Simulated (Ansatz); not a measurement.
`O/C=C(/F)I` + H₂O → `O/C=C(\O)F` + HI at 400 K and 1 bar (formal hydrolysis of a C–I bond).

Program: Ansatz. Geometries: PBE0-D4/def2-TZVP. ΔE: electronic, gas phase. CCSD(T)/CBS is the MP2 limit (def2-TZVPP, def2-QZVPP) plus CCSD(T) − MP2 in def2-TZVPP, frozen cores. This one scheme is used for every species. Double bonds are as drawn, so ΔE can hold a change between cis and trans. def2 core potentials past Kr. For I outer-core shells are correlated without core-valence functions, which leaves a few kJ/mol of doubt a bond. One conformer a species, not always the lowest.

```
     species  CCSD(T)/CBS energy (Eh)  H − E (kJ/mol)  S (J/(mol·K))
`O/C=C(/F)I`               -549.66412           129.2          352.0
         H₂O                -76.37941            69.8          198.6
`O/C=C(\O)F`               -328.00386           167.9          325.9
          HI               -298.03592            25.7          215.0
```

H − E and S are ideal-gas, rigid-rotor, harmonic terms from PBE0-D4/def2-TZVP, for one conformer and one mirror image of each species. 1 Eh = 2625.50 kJ/mol, R = 8.31446 J/(mol·K).

**Question.** By hand: ΔE, ΔH, ΔS and ΔG.

**Answer.** ΔE = (-328.00386) + (-298.03592) − (-549.66412) − (-76.37941) = 0.00375 Eh = 9.8 kJ/mol. Δ(H − E) = 167.9 + 25.7 − 129.2 − 69.8 = -5.4, so ΔH = 4.4 kJ/mol. ΔS = 325.9 + 215.0 − 352.0 − 198.6 = -9.7 J/(mol·K). ΔG = 4.4 − 400 × (-9.7)/1000 = 8.3 kJ/mol.

**Question.** By hand: the equilibrium constant, and the temperature at which ΔG would vanish if ΔH and ΔS stayed fixed.

**Answer.** log₁₀ K = −ΔG/(RT ln 10) = -1.1. ΔH and −TΔS have one sign here, so there is no such temperature.

TΔS isn't small against ΔH here. A doubt of 5 kJ/mol in ΔE shifts log₁₀ K by 0.7 here. Other conformers and mirror images would add mixing entropy, several J/(mol·K) or more a flexible species. These are equilibria of isolated gas molecules and say nothing of rates. Largest T1 diagnostic: 0.012 (customary marks: 0.02 for closed shells, 0.045 for open ones).

ΔS is within the doubt of such terms, so its sign, and with it that verdict, could turn.
